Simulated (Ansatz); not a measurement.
# Ligand exchange: C2H5BrSi + C2HF5 → C2H6Si + C2BrF5

Species: C2H5BrSi `C=C[SiH2]Br`, singlet; C2HF5 (pentafluoroethane) `FC(F)C(F)(F)F`, singlet; C2H6Si (vinylsilane) `C=C[SiH3]`, singlet; C2BrF5 (bromopentafluoroethane) `FC(F)(F)C(F)(F)Br`, singlet. The partners trade Br for H: Si–Br and C–H bonds give way to Si–H and C–Br.

Shapes, held fixed at every level: PBE0-D4/def2-TZVP. Flexible molecules stand in one conformer, not always the lowest. Programs: Ansatz 0.2.0. The zero-point and thermal change to 298 K, harmonic and unscaled (PBE0-D4/def2-TZVP), is -11.9 kJ/mol.

```json
{"level": "HF/def2-SVP", "kind": "Hartree–Fock", "ΔH(298 K) (kJ/mol)": "+182.7", "less CCSD(T)/def2-TZVPP": "+28.2", "CPU time (sum over the molecules)": "–"}
{"level": "SPW92/def2-TZVPP", "kind": "LDA", "ΔH(298 K) (kJ/mol)": "+136.0", "less CCSD(T)/def2-TZVPP": "-18.5", "CPU time (sum over the molecules)": "17 s"}
{"level": "r2SCAN-D4/def2-TZVPP", "kind": "meta-GGA", "ΔH(298 K) (kJ/mol)": "+149.3", "less CCSD(T)/def2-TZVPP": "-5.2", "CPU time (sum over the molecules)": "66 s"}
{"level": "BHLYP-D4/def2-TZVPP", "kind": "global hybrid", "ΔH(298 K) (kJ/mol)": "+166.4", "less CCSD(T)/def2-TZVPP": "+11.9", "CPU time (sum over the molecules)": "45 s"}
{"level": "wB97M-V/def2-TZVPP", "kind": "range-separated hybrid", "ΔH(298 K) (kJ/mol)": "+154.0", "less CCSD(T)/def2-TZVPP": "-0.5", "CPU time (sum over the molecules)": "2.6 min"}
{"level": "CCSD/def2-SVP", "kind": "coupled cluster or CI", "ΔH(298 K) (kJ/mol)": "+155.0", "less CCSD(T)/def2-TZVPP": "+0.5", "CPU time (sum over the molecules)": "–"}
{"level": "CCSD(T)/def2-TZVPP", "kind": "coupled cluster or CI", "ΔH(298 K) (kJ/mol)": "+154.5", "less CCSD(T)/def2-TZVPP": "0.0", "CPU time (sum over the molecules)": "29 min"}
```

The highest level, CCSD(T)/def2-TZVPP, gives ΔH(298 K) = +154.5 kJ/mol; the levels span +136.0 to +182.7. The column of differences is taken from that level and isn't an error. No measured value is set beside it here. Relativity is left out for Br unless named. Correlated rows may include outer-core shells of Br, which these sets cover unevenly. Times are processor times on shared x86 and Arm servers, and rough.
